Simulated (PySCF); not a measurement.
Write Cartesian coordinates for fac-IrF3(NH3)3 (`[NH3]->[Ir](<-[NH3])(<-[NH3])([F])([F])[F]`) as optimised with PBE0-D3(BJ)/def2-SVP. (Singlet state.)

```xyz
16
F3H9IrN3 angstrom
Ir     0.257    0.259    0.262
F      0.099    0.098    2.240
N      0.553    0.558   -1.754
H      0.377    1.567   -1.834
H      0.067    0.049   -2.489
H      1.568    0.407   -1.821
F      2.234    0.100    0.090
N     -1.756    0.558    0.573
H     -1.824    0.396    1.586
H     -2.496    0.063    0.080
H     -1.828    1.571    0.410
F      0.085    2.236    0.092
N      0.568   -1.754    0.569
H      0.076   -2.494    0.074
H      0.405   -1.825    1.582
H      1.581   -1.821    0.406
```

Any rigid rotation of these coordinates is as good. Atoms count from 1 in this order. N3 (nitrogen bonded to Ir and 3 H) is distorted tetrahedral (angles from 100.7° to 124.5°). Ir1 (iridium bonded to 3 F and 3 N) is distorted octahedral (the three widest angles are 174.7°, 174.7° and 174.6°, the others run from 77.5° to 105.5°). All 3 Ir–N bonds measure 2.059 Å. All 3 F–Ir bonds measure 1.991 Å.

Bonds between heavy atoms (Å): Ir1–F2 1.991, Ir1–N3 2.059, Ir1–F7 1.991, Ir1–N8 2.059, Ir1–F12 1.991, Ir1–N13 2.059.

Method: PBE0-D3(BJ)/def2-SVP geometry optimisation, gas phase, def2 core potentials past Kr (PySCF).

Point group: C3v (every atom within 0.08 Å of its image). Whether it is a minimum is left open (no frequencies).
